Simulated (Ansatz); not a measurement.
`[Cl][Al]([Br])[Br]` + `O[SiH3]` → `[SiH3][O][Al]([Cl])[Br]` + HBr  (ligand exchange at the Al–Br bond)

Program: Ansatz. Geometries: PBE0-D4/def2-TZVP. ΔE: electronic, gas phase. CCSD(T)/CBS adds triple-zeta CCSD(T) − MP2 to the extrapolated MP2 energy (def2 sets, frozen cores). For Br outer-core shells are correlated without core-valence functions, which leaves a few kJ/mol of doubt a bond. Scalar relativity is left out up to krypton. Each species was taken in one conformer, which may not be the lowest.

```csv
species,MP2/CBS(def2) energy (Eh)
`[Cl][Al]([Br])[Br]`,-5848.58414
`O[SiH3]`,-366.65375
`[SiH3][O][Al]([Cl])[Br]`,-3641.33647
HBr,-2573.90023
```

**Question.** Work out ΔE.

**Answer.** ΔE = (-3641.33647) + (-2573.90023) − (-5848.58414) − (-366.65375) = 0.00119 Eh = +3.1 kJ/mol. CCSD(T)/CBS gives -1.3 kJ/mol.

Largest T1 diagnostic among the species: 0.011.

At CCSD(T), def2-SVP lies −11.4 kJ/mol from the extrapolated value and def2-TZVPP −6.0 kJ/mol. Leaving LDA and LC-ωPBE aside and taking each functional with its dispersion term where it has one, the values, not all of them listed here, spread over 17.6 kJ/mol, from CAM-B3LYP-D4 to revPBE-D4. LDA lies −4.9 kJ/mol from PBE without D4.
